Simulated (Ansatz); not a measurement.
Start from `N[SiH]([SiH3])[SeH]` and change one atom or group to get `CO[SiH](N)[SiH3]`.

Ansatz, PBE0-D4/def2-TZVP geometries, multiplicity 1. Each molecule was computed in one conformer, which needn't be the lowest.

Scalar relativity is left out up to krypton.

```
                                          property  `N[SiH]([SiH3])[SeH]`
  size of the dipole moment (B3LYP/def2-TZVPP) / D                   1.85
                 LUMO energy (PBE/def2-TZVPP) / eV                  -1.12
                LUMO energy (PBE0/def2-TZVPP) / eV                  -0.30
             LUMO energy (ωB97M-V/def2-TZVPP) / eV                   1.43
size of the dipole moment (ωB97M-V/def2-TZVPP) / D                   1.90
              HOMO–LUMO gap (PBE0/def2-TZVPP) / eV                   6.49
```

Problem. What does the change do to each property? (Best estimate.)

Solution. Computed: 
```json
{"property": "size of the dipole moment (B3LYP/def2-TZVPP) / D", "`CO[SiH](N)[SiH3]`": "2.01", "shift": "0.16"}
{"property": "LUMO energy (PBE/def2-TZVPP) / eV", "`CO[SiH](N)[SiH3]`": "-0.75", "shift": "0.37"}
{"property": "LUMO energy (PBE0/def2-TZVPP) / eV", "`CO[SiH](N)[SiH3]`": "0.08", "shift": "0.38"}
{"property": "LUMO energy (ωB97M-V/def2-TZVPP) / eV", "`CO[SiH](N)[SiH3]`": "1.74", "shift": "0.31"}
{"property": "size of the dipole moment (ωB97M-V/def2-TZVPP) / D", "`CO[SiH](N)[SiH3]`": "2.04", "shift": "0.14"}
{"property": "HOMO–LUMO gap (PBE0/def2-TZVPP) / eV", "`CO[SiH](N)[SiH3]`": "7.66", "shift": "1.17"}
```

With PBE0 the HOMO falls by 0.79 eV and the LUMO rises by 0.38 eV, so the gap widens by about 1.17 eV. PBE moves the HOMO by -0.57 eV and ωB97M-V by -0.81 eV. Dipoles are sizes alone; their direction can turn.

B3LYP here is the variant with VWN-RPA as its local correlation; programs differ in this.

Spin–orbit coupling is left out; it splits and shifts lone-pair levels of the heavy atoms by tenths of an eV.
